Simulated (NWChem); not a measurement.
Molecule: C3H2FNS; SMILES Fc1cncs1

### Question
Give the equilibrium geometry at PBE-D3(BJ)/def2-SVP (NWChem) as a list of bonds and angles, with the point group.

### Answer
point group Cs; any orientation.
Bonds (Å): F1–C2 1.327, C2–C3 1.379, C2–S6 1.749, C3–N4 1.372, C3–H7 1.099, N4–C5 1.306, C5–S6 1.760, C5–H8 1.100. Bond angles (°): F1–C2–C3 127.7, F1–C2–S6 121.0, C3–C2–S6 111.3, C2–C3–N4 114.3, C2–C3–H7 124.2, N4–C3–H7 121.5, C3–N4–C5 111.5, N4–C5–S6 115.7, N4–C5–H8 124.9, S6–C5–H8 119.5, C2–S6–C5 87.2.
